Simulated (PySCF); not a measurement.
A PySCF script (with the pyscf-properties extension) for the NMR shieldings of SMILES N#CC=C1CCCC1, C$_{7}$H$_{9}$N, on a GFN2-xTB geometry:

```python
import basis_set_exchange as bse
import numpy as np
from pyscf import gto, dft
from pyscf.prop import nmr

atoms = """
N     3.513042   -1.563459    0.930813
C     2.841323   -0.763713    0.454039
C     2.023399    0.215680   -0.132589
C     0.689212    0.152415   -0.092139
C    -0.111383   -0.923832    0.578807
C    -1.540224   -0.704499    0.076906
C    -1.612543    0.807750   -0.133418
C    -0.239563    1.150845   -0.715965
H     2.540160    1.029495   -0.623919
H    -0.062799   -0.780825    1.662322
H     0.275419   -1.920500    0.365169
H    -2.290008   -1.067963    0.777574
H    -1.682705   -1.217072   -0.876021
H    -2.431020    1.102873   -0.788209
H    -1.742527    1.308712    0.827523
H     0.064575    2.179444   -0.520295
H    -0.241357    1.006679   -1.800509
"""
names = dict.fromkeys(["N", "C", "H"], "pcSseg-1")
basis = {el: gto.basis.parse(bse.get_basis(n, elements=[el], fmt="nwchem")) for el, n in names.items()}
mol = gto.M(atom=atoms, basis=basis, charge=0, verbose=0)
mf = dft.RKS(mol, xc="PBE0")
mf.grids.level = 2
mf.grids.alignment = dft.numint.BLKSIZE   # the property module wants whole blocks of grid points
mf.conv_tol = 1e-9
mf.kernel()

calc = nmr.RKS(mf)   # GIAO
C = mf.mo_coeff
Co = C[:, mf.mo_occ > 0]
resp = mf.gen_response(singlet=True, hermi=2)
def vind(x):   # induced exchange potential for any number of trial vectors
    d = np.einsum("pi,xij,qj->xpq", C, 2 * x.reshape(-1, C.shape[1], Co.shape[1]), Co, optimize=True)
    return np.einsum("xpq,pi,qj->xij", resp(d - d.transpose(0, 2, 1)), C, Co, optimize=True).ravel()
mo1, _ = nmr.rhf.solve_mo1(calc, with_cphf=vind)
sigma = calc.kernel(mo1)
for i, s in enumerate(sigma):   # ppm
    print("%2d %-2s %9.2f" % (i, mol.atom_pure_symbol(i), np.trace(s) / 3))
```

**Question.** What are the results?

**Answer.** 
```
 0 N     -54.68
 1 C      65.03
 2 C      89.42
 3 C       3.49
 4 C     149.11
 5 C     156.90
 6 C     156.42
 7 C     148.73
 8 H      26.34
 9 H      29.16
10 H      28.71
11 H      29.70
12 H      30.07
13 H      29.77
14 H      30.03
15 H      29.05
16 H      29.20
```

These numbers come from an equivalent density-fitted implementation of the same equations, which agrees with the script to about 0.01 ppm for H and up to a few tenths of a ppm for heavy atoms, so last digits may differ.

**Question.** Turn these shieldings into chemical shifts. Chemical shifts δ = σref − σ; ¹⁵N (σref 267.73) against NH3; TMS for ¹³C (σref 186.93) and ¹H (σref 31.72), all at this level.

**Answer.** Averaging equivalent atoms: N 0: 322.4; C 3: 183.4; C 1: 121.9; C 2: 97.5; C 7: 38.2; C 4: 37.8; C 6: 30.5; C 5: 30.0; H 8: 5.38; H 9/10: 2.78; H 15/16: 2.59; H 11/12: 1.83; H 13/14: 1.82 ppm. Experimental scales use liquid or dissolved standards, which lie at an offset from isolated NH3 (liquid NH3: subtract about 20 ppm). Unscaled 15N shifts of sp2 nitrogen come out 20 to 40 ppm too high even then.

Size and cost of the density-fitted run: 181 basis functions, 27 s wall time on 1 thread of an Arm Neoverse V1, shared host.
